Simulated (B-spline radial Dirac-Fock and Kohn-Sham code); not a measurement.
# Satellites and hypersatellites of the K lines of Pd³⁺

System: palladium as Pd³⁺, [Kr] 4d7, inside a Watson sphere of charge -3 and radius 2.2 Å (a model of the Madelung potential; inside it an electron's potential energy is raised by 19.6 eV).

Level of theory: Dirac-Fock energy differences between relaxed states, corrected for Breit and QED terms; a radial finite-basis atomic code. Each two-hole energy is an average over J within one jj subconfiguration, not an observable level; in light atoms, where LS coupling holds, the j-resolved values are not observed lines, and for a K spectator the Kα1 hypersatellite is nearly forbidden. Electron correlation is not included.

Lines without a spectator: Kα2 (K-L2) 21018.0 eV, Kα1 (K-L3) 21175.1 eV, Kβ3 (K-M2) 23787.4 eV, Kβ1 (K-M3) 23815.5 eV. Shifts in eV with one spectator hole (a dash: not computed, or left out as unreliable):

```tsv
spectator hole	Kα2	Kα1	Kβ3	Kβ1
K (1s)	+520.7	+534.6	+662.5	+665.4
L2 (2p1/2)	+56.1	+70.3	–	+150.5
L3 (2p3/2)	+56.5	+56.2	+135.6	–
M2 (3p1/2)	–	+7.63	+17.42	+21.28
M3 (3p3/2)	+5.85	–	+18.42	+17.84
M5 (3d5/2)	-1.88	-0.21	–	–
```

With n spectator holes in 2p, averaged over the 2p shell (energies in eV):

| n | KαLⁿ | step | hypersatellite KαʰLⁿ |
| --- | --- | --- | --- |
| 0 | 21122.7 | – | 21652.6 |
| 1 | 21182.7 | +60.0 | 21714.1 |
| 2 | 21244.0 | +61.3 | 21776.7 |
| 3 | 21306.5 | +62.5 | 21840.6 |
| 4 | 21370.2 | +63.7 | 21905.8 |
| 5 | 21435.2 | +65.0 | 21972.2 |
